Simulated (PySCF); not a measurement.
# An excited-state table with gaps

Species: CH4FNSi.
Z-matrix (Å and degrees, GFN2-xTB geometry), rows numbered from 1:
```
C 
N   1  1.2450
Si  2  1.7167  1  136.90
F   3  1.6048  2  102.62  1  -133.54
H   1  1.0877  2  119.25  3  -178.08
H   1  1.0944  2  124.99  3     2.14
H   3  1.4567  2  119.68  1   -18.64
H   3  1.4515  2  105.26  1   113.52
```

Method used: TDDFT PBE0/def2-SVPD, vertical, gas phase, core orbitals frozen in the response in PySCF 2.14.0, density-fitted response routines.

Orbital energies (eV): HOMO-3 -11.18, HOMO-2 -10.50, HOMO-1 -9.53, HOMO -7.36, LUMO -1.34, LUMO+1 0.31, LUMO+2 0.80.

Lowest singlets, with some entries withheld (?).

```
state  λ (nm)       f  main configurations (H = HOMO, L = LUMO)
   S1   315.8  0.0003                                 H→L (99%)
   S2   195.7   0.037                               H→L+1 (97%)
   S3       ?       ?                                         ?
   S4       ?       ?                                         ?
   S5   165.8   0.144                   H→L+3 (84%), H→L+4 (8%)
   S6   157.5   0.015                               H→L+4 (90%)
```

Q: Supply the missing values.

A: 
- S3: λ = 181.0 nm; f = 0.0046; H→L+2 (94%)
- S4: λ = 173.9 nm; f = 0.075; H-1→L (86%)

Q: How far apart are S3 and S4, in eV and cm⁻¹?

A: 7.130 − 6.851 = 0.279 eV, or about 2250 cm⁻¹.

Q: Where do the lowest triplets lie (Tamm–Dancoff)?

A: T1 3.30 eV, H→L (97%); T2 5.10 eV, H-2→L (48%), H-1→L (46%). E(S1) − E(T1) = +0.62 eV.

Q: What is the mean static polarisability from the same response equations?

A: 45.8 au (6.79 Å³), with principal values 35.7, 41.6 and 60.1 au.

One conformer stands for the species.
